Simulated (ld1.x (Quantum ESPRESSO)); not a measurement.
**Reading a pseudo-wave (carbon)**

Columns: radius, all-electron u(r) and pseudo u(r) of the 2s shell (level -25.76 eV) of carbon in the configuration [He] 2s2 2p1; PBE, scalar-relativistic, TM scheme, ld1.x (Quantum ESPRESSO) 7.5.

| r (bohr) | all-electron | pseudo |
| --- | --- | --- |
| 0.135 | 0.3751 | -0.0889 |
| 0.270 | 0.2212 | -0.1837 |
| 0.405 | -0.0646 | -0.2915 |
| 0.540 | -0.3392 | -0.4205 |
| 0.675 | -0.5571 | -0.5701 |
| 0.810 | -0.7114 | -0.7116 |
| 0.945 | -0.8062 | -0.8062 |
| 1.080 | -0.8511 | -0.8511 |
| 1.215 | -0.8577 | -0.8577 |
| 1.350 | -0.8363 | -0.8363 |
| 1.485 | -0.7959 | -0.7959 |
| 1.620 | -0.7435 | -0.7435 |
| 1.755 | -0.6844 | -0.6844 |
| 1.890 | -0.6229 | -0.6229 |
| 2.025 | -0.5615 | -0.5615 |
| 2.160 | -0.5023 | -0.5023 |
| 2.295 | -0.4466 | -0.4466 |
| 2.430 | -0.3949 | -0.3949 |
| 2.565 | -0.3477 | -0.3477 |
| 2.700 | -0.3049 | -0.3049 |
| 2.835 | -0.2665 | -0.2665 |
| 2.970 | -0.2322 | -0.2322 |
| 3.105 | -0.2018 | -0.2018 |
| 3.240 | -0.1749 | -0.1749 |
| 3.375 | -0.1513 | -0.1513 |
| 3.510 | -0.1306 | -0.1306 |

**Question.** How many radial nodes do the two functions have?

**Answer.** The all-electron 2s function has n − l − 1 = 1; the pseudo-wave has 0, since the states of the same l below it are removed with the core.

**Question.** At about which radius was the pseudo-wave matched?

**Answer.** 0.90 bohr, where the columns begin to agree (steps of 0.14 bohr).

**Question.** Where does each function peak?

**Answer.** Outermost all-electron maximum near 1.22 bohr, pseudo maximum near 1.22 bohr (to the table’s step).

**Question.** Is the pseudo-wave norm-conserving?

**Answer.** Yes: the TM scheme keeps the norm inside the radius equal to the all-electron one, which fixes the energy derivative of the logarithmic derivative at the level.
